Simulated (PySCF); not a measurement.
# Correlation energy of Xe³⁺ (xenon, charge +3)

[Kr] 4d10 5s2 5p3, high-spin 4S determinant. Computed with PySCF 2.14 in dyall-av2z (22s16p12d, 130 functions), with no relativity, point nucleus. Frozen: [Kr] 4d10; 5 electrons correlated; the 62 highest virtual orbitals of each spin left out.

```
  level  correlation energy (mhartree)
   CCSD                         -71.46
    (T)                          -0.79
CCSD(T)                         -72.25
```

Diagnostics: T1 = 0.0012, D1 = 0.0030, largest double amplitude 0.054.

A non-relativistic calculation at this Z misses sizeable relativistic shifts.

Cost of the coupled-cluster step: of the order of 8 core-seconds, for 5 correlated electrons.
